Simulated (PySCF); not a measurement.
Ga(F)2(SH) (F2GaHS), SMILES [Ga]([F])([F])[SH].

The structure is a stationary point at r2SCAN-D4/def2-SVP. The values are those of a single conformer.

Calculation: r2SCAN-D4/def2-SVP in PySCF 2.14.0.

Frequencies are harmonic and unscaled.

```csv
mode,ν (cm⁻¹),IR (km/mol),moving atoms (share of kinetic energy)
1,125,8.8,"F 48 %, S 28 %, Ga 20 %"
2,172,27.1,"Ga 48 %, F 43 %, S 9 %"
3,190,31.9,"F 82 %, Ga 11 %"
4,261,22.3,H 95 %
5,421,16.7,"S 67 %, Ga 22 %, F 8 %"
6,703,48.3,"F 72 %, Ga 14 %, H 13 %"
7,721,36.6,"H 70 %, F 21 %"
8,750,62.1,"F 62 %, Ga 27 %, H 10 %"
9,2686,4.4,H 97 %
```
